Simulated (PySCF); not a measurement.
A calculated (LDA, PySCF 2.14, dyall-av2z, no relativity, point nucleus) atom or ion has these occupied shells.

```
shell  electrons  orbital energy (eV)  rms radius, mean of both spins (bohr)
 1s α          1              -6935.9                                 0.0686
 1s β          1              -6935.9                                 0.0686
 2s α          1              -823.09                                  0.294
 2s β          1              -820.99                                  0.294
 2p α          3              -713.70                                  0.263
 2p β          3              -712.10                                  0.263
 3s α          1              -111.46                                  0.884
 3s β          1              -107.18                                  0.884
 3p α          3              -79.514                                  0.938
 3p β          3              -75.334                                  0.938
 3d α          5              -27.600                                   1.22
 3d β          1              -23.787                                   1.22
```

(1) Name the element and its charge.

Answers

(1) Fe²⁺ (iron, charge +2), in [Ar] 3d6, high-spin 5D determinant.
